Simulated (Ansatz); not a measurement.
Calculated with Ansatz (gas phase, PBE0-D4/def2-TZVP geometries, no zero-point term in ΔE). CCSD(T)/CBS adds triple-zeta CCSD(T) − MP2 to the extrapolated MP2 energy (def2 sets, frozen cores). This one scheme is used for every species. Functionals use def2-TZVPP. B3LYP here is the variant with VWN-RPA as its local correlation; programs differ in this. HSE06 is defined as in plane-wave codes. For Ge outer-core shells are correlated without core-valence functions, which leaves a few kJ/mol of doubt a bond. Scalar relativity is left out up to krypton.

`[F][GeH]([F])[Cl]` + H–F → `[F][GeH]([F])[F]` + HCl  (ligand exchange at a Ge–Cl bond)

(1) Is it downhill or uphill in electronic energy at CCSD(T)/CBS, and by how much? (Estimate.)

(2) What do these levels give: PBE-D4, revPBE-D4, r2SCAN-D4, B3LYP-D4, r2SCANh-D4, ωB97X-V, PBE-QIDH, PBE0, r2SCAN0, HSE06, MP2/def2-TZVPP, SCS-MP2/def2-QZVPP? (Estimate.)

Largest T1 diagnostic among the species: 0.012.

Results:

(1) Ansatz gave: Uphill: ΔE = +8.3 kJ/mol.

(2) The calculation gave: PBE-D4 9.6, revPBE-D4 10.7, r2SCAN-D4 3.7, B3LYP-D4 5.0, r2SCANh-D4 5.2, ωB97X-V 2.0, PBE-QIDH 8.3, PBE0 9.2, r2SCAN0 6.3, HSE06 9.5, MP2/def2-TZVPP 6.1, SCS-MP2/def2-QZVPP 3.3 kJ/mol.

The D4 term adds +4.4 kJ/mol with B3LYP and +2.3 kJ/mol with PBE0; it sums over pairs of atoms, weighted by their polarisabilities, and B3LYP, whose exchange is more repulsive, gets the larger term. At CCSD(T), def2-SVP lies −15.3 kJ/mol from the extrapolated value and def2-TZVPP −5.9 kJ/mol.
